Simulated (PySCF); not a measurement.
## Magnetic susceptibility: SMILES CSC1=CC=C[Si@H]1Cl, C$_{5}$H$_{7}$ClSSi

Molfile (atoms numbered from 1):
```
C5H7ClSSi
     RDKit          3D

 15 15  0  0  0  0  0  0  0  0999 V2000
    2.2286   -1.7384    0.3149 C   0  0  0  0  0  0  0  0  0  0  0  0
    1.7660   -0.5281   -0.9622 S   0  0  0  0  0  0  0  0  0  0  0  0
    0.2467    0.0970   -0.4040 C   0  0  0  0  0  0  0  0  0  0  0  0
   -0.4276   -0.2531    0.7072 C   0  0  0  0  0  0  0  0  0  0  0  0
   -1.6881    0.4321    0.9084 C   0  0  0  0  0  0  0  0  0  0  0  0
   -2.0588    1.3303   -0.0187 C   0  0  0  0  0  0  0  0  0  0  0  0
   -0.7575    1.3994   -1.3733 Si  0  0  1  0  0  4  0  0  0  0  0  0
    0.2013    3.1595   -1.5459 Cl  0  0  0  0  0  0  0  0  0  0  0  0
    2.3460   -1.2345    1.2697 H   0  0  0  0  0  0  0  0  0  0  0  0
    1.4717   -2.5148    0.3735 H   0  0  0  0  0  0  0  0  0  0  0  0
    3.1751   -2.1644   -0.0018 H   0  0  0  0  0  0  0  0  0  0  0  0
   -0.0945   -0.9780    1.4334 H   0  0  0  0  0  0  0  0  0  0  0  0
   -2.2730    0.2026    1.7878 H   0  0  0  0  0  0  0  0  0  0  0  0
   -2.9783    1.8847    0.0524 H   0  0  0  0  0  0  0  0  0  0  0  0
   -1.1620    0.9137   -2.6878 H   0  0  0  0  0  0  0  0  0  0  0  0
  1  2  1  0
  2  3  1  0
  3  4  2  0
  4  5  1  0
  5  6  2  0
  6  7  1  0
  7  8  1  0
  7  3  1  0
  1  9  1  0
  1 10  1  0
  1 11  1  0
  4 12  1  0
  5 13  1  0
  6 14  1  0
  7 15  1  6
M  END
```

Method: PySCF 2.14.0, GIAO BP86/3-21G magnetisability, non-relativistic, IEF-PCM chloroform. Geometry: GFN2-xTB.

(1) What are the magnetisability and the molar susceptibility?

(2) Split it along the inertial axes a, b, c into diamagnetic and paramagnetic parts about the centre of mass, with the quadrupole moment.

## Answers

(1) Isotropic -1642 × 10⁻³⁰ J/T², or -98.9 × 10⁻⁶ cm³/mol; principal values -1814, -1582, -1530 × 10⁻³⁰ J/T², anisotropy 262 × 10⁻³⁰ J/T² (root of half the summed squared differences of the principal values). The susceptibility is in cgs units.

(2) 
```tsv
axis	χ (10⁻⁶ cm³/mol)	diamagnetic (10⁻⁶ cm³/mol)	paramagnetic (10⁻⁶ cm³/mol)	summed x² of all electrons (Å²)	quadrupole Θ (D Å)
a	-95.9	-789.2	693.3	303.5	+9.40
b	-93.6	-1433.7	1340.1	151.6	-2.71
c	-107.1	-1930.5	1823.4	34.5	-6.70
```
Anisotropies 2χaa − χbb − χcc = +8.8 and 2χbb − χaa − χcc = +15.9 × 10⁻⁶ cm³/mol. Θ is traceless in Buckingham's convention.
